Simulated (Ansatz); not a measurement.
C$_{2}$H$_{6}$SSi, SMILES `C1[SiH2]CS1` from Hartree–Fock to CCSD(T)

Cartesian coordinates in Å:
```
C -1.3476 -0.0893 0.2376
Si 0.3884 0.4541 0.7151
C 0.9863 -0.2749 -0.9122
S -0.6009 -1.1845 -1.0285
H -1.9153 -0.6485 0.9801
H -1.9849 0.6713 -0.2158
H 0.9010 -0.3131 1.8794
H 0.6222 1.9069 0.9551
H 1.8422 -0.9474 -0.8710
H 1.1087 0.4253 -1.7398
```

Charge 0, multiplicity 1. The geometry is a stationary point of PBE0-D4/def2-TZVP. Frozen core, restricted reference, Ansatz. CBS rows extrapolate triple and quadruple zeta; past MP2 they add the triple-zeta difference.

| basis | HF (Eh) | MP2 corr. |
| --- | --- | --- |
| def2-SVP | -765.39472 | -0.50655 |
| def2-TZVPP | -765.72923 | -0.63947 |
| def2-QZVPP | -765.75318 | -0.68593 |

(1) Estimate the CCSD correlation energy and the (T) correction in each basis where they were run (hartree).

## Answers

(1) 
```tsv
basis	CCSD corr.	(T)
def2-SVP	-0.55987	-0.01833
def2-TZVPP	-0.68837	-0.03101
CBS(def2)	-0.76926	as TZ
```
